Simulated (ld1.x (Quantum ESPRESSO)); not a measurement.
## Cutoff test, aluminium, PAW

| Property | Result |
| --- | --- |
| Element | Al (Z = 13) |
| Generator | ld1.x (Quantum ESPRESSO) 7.5 |
| Type | PAW |
| Functional | LDA (PZ) |
| Relativity | scalar-relativistic |
| Frozen core | [He] |
| Valence charge | 11 |
| Reference configuration | 2s2 2p6 3s0 3p0 (charge +3) |
| Partial waves | 2s (bound): rcut 1.15, rcutus 1.25 bohr; 3s (bound, empty): rcut 1.15, rcutus 1.25 bohr; 2p (bound): rcut 0.85, rcutus 0.95 bohr; 3p (bound, empty): rcut 0.85, rcutus 0.95 bohr; 3d channel at 0.4 Ry: rcut 0.95, rcutus 1.00 bohr; 3d channel at 1.75 Ry: rcut 0.95, rcutus 1.00 bohr |
| Local potential | all-electron potential smoothed inside 1.15 bohr (lloc = -2) |
| Core correction | a·sin(br)/r model core, default radius (core density twice the valence density) |
| Augmentation charge | BESSEL, radius 0.80 bohr |

The pseudo-atom Hamiltonian at the reference potential is diagonalised in spherical Bessel functions j_l(qr) that vanish at 20 bohr, with q² up to the cutoff. All-electron valence levels (Ry): 2s -10.4367, 3s -2.3653, 2p -7.6595, 3p -1.8239.

Question: How do the lowest levels (Ry) of each channel move with the cutoff, and are there ghosts?

Answer:

| cutoff (Ry) | s #1 | s #2 | s #3 | p #1 | p #2 | d #1 | d #2 | f #1 | Σ f·Δε (mRy) |
| --- | --- | --- | --- | --- | --- | --- | --- | --- | --- |
| 8 | -9.6565 | -1.9060 | -0.8581 | -3.7022 | -1.1797 | -1.1106 | -0.5996 | -0.5709 | 25304.5 |
| 21 | -10.3958 | -2.1458 | -0.9323 | -6.3968 | -1.5440 | -1.1549 | -0.6203 | -0.5716 | 7658.2 |
| 40 | -10.4361 | -2.2901 | -0.9767 | -7.4499 | -1.6883 | -1.1667 | -0.6259 | -0.5716 | 1259.1 |
| 70 | -10.4367 | -2.3643 | -1.0003 | -7.6485 | -1.7531 | -1.1708 | -0.6277 | -0.5716 | 66.4 |
| 110 | -10.4367 | -2.3652 | -1.0006 | -7.6585 | -1.8129 | -1.1712 | -0.6279 | -0.5716 | 5.9 |
| 200 | -10.4368 | -2.3653 | -1.0006 | -7.6594 | -1.8237 | -1.1712 | -0.6279 | -0.5716 | 0.5 |
| 400 | -10.4368 | -2.3653 | -1.0006 | -7.6595 | -1.8239 | -1.1712 | -0.6279 | -0.5716 | 0.0 |

Result: no extra level below or beside the all-electron valence levels (s, p, d, f tested); 10 mRy is reached at 90 Ry and 1 mRy at 160 Ry.

Test run stopped at test 1 of 9 (negative rho).
